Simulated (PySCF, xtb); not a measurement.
thiophene (C4H4S), SMILES c1ccsc1.

Harmonic wavenumbers (cm⁻¹) from GFN2-xTB (xtb 6.7.1) at its own minimum, in rising order: 404, 531, 589, 740, 747, 750, 830, 836, 852, 865, 1068, 1082, 1084, 1200, 1346, 1445, 1546, 3125, 3134, 3166, 3166.

### Question
What does PBE0-D3(BJ)/def2-SVP in PySCF give at its own minimum? (Estimate from the structure and the level; the computed values follow.)

### Answer
467, 586, 625, 699, 730, 774, 866, 887, 895, 938, 1066, 1088, 1091, 1267, 1407, 1492, 1586, 3235, 3248, 3277, 3280. Paired by order, the mean absolute difference is 53 cm⁻¹ and the zero-point energies are 40.8 and 42.2 kcal/mol.
